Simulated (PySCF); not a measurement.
**V⁺ (vanadium, charge +1) across methods**

[Ar] 3d4, high-spin 5D determinant. All numbers are calculated (PySCF 2.14, the spin-free X2C one-electron Hamiltonian (Gaussian nucleus), in aug-cc-pVDZ-DK (7s6p4d2f, 59 functions)).

| method | E (hartree) | mean ε 3p α (eV) | mean ε 3p β (eV) | mean ε 3d α (eV) | Σ⟨r²⟩ (bohr²) | ⟨S²⟩ |
| --- | --- | --- | --- | --- | --- | --- |
| UHF | -947.91381 | -61.615 | -53.174 | -15.751 | 21.73 | 6.001 |
| PBE | -948.707 | -47.961 | -44.628 | -9.790 | 22.94 | 6.000 |
| LC-wPBE | -948.774 | -53.438 | -49.650 | -14.128 | 22.32 | 6.000 |
| revPBE | -948.846 | -47.921 | -44.576 | -9.726 | 22.92 | 6.000 |
| B3LYP | -948.955 | -50.739 | -46.642 | -11.031 | 22.55 | 6.000 |
| M06-2X | -948.921 | -54.791 | -49.965 | -13.158 | 22.38 | 6.001 |
| LDA | -946.718 | -47.887 | -44.701 | -9.899 | 22.88 | 6.000 |
| r2SCAN | -948.901 | -49.327 | -45.121 | -9.871 | 22.52 | 6.000 |
| PBE0 | -948.738 | -51.529 | -47.033 | -11.376 | 22.42 | 6.000 |
